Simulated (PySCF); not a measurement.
H2MgS, SMILES [MgH][SH].

Geometry: B3LYP-D3(BJ)/def2-TZVP.

Level of theory: C-PCM-PBE0/def2-TZVPD (PySCF).

The values are the electrostatic part of the solvation free energy, E(continuum) − E(gas) at the gas-phase geometry, in a cavity of scaled van der Waals radii (PySCF's table); cavitation and dispersion terms are not included. A continuum can't describe solvent molecules that bind to the metal. In vacuum the orbital gap is 6.14 eV. The dipole moment in vacuum is 1.25 D.

| solvent | ε | ΔG(elec) (kcal/mol) | dipole (D) | gap (eV) |
|---|---|---|---|---|
| water | 78.36 | -14.0 | 1.88 | 6.67 |
| N,N-dimethylformamide | 37.22 | -13.8 | 1.86 | 6.66 |
| chlorobenzene | 5.70 | -11.2 | 1.74 | 6.58 |
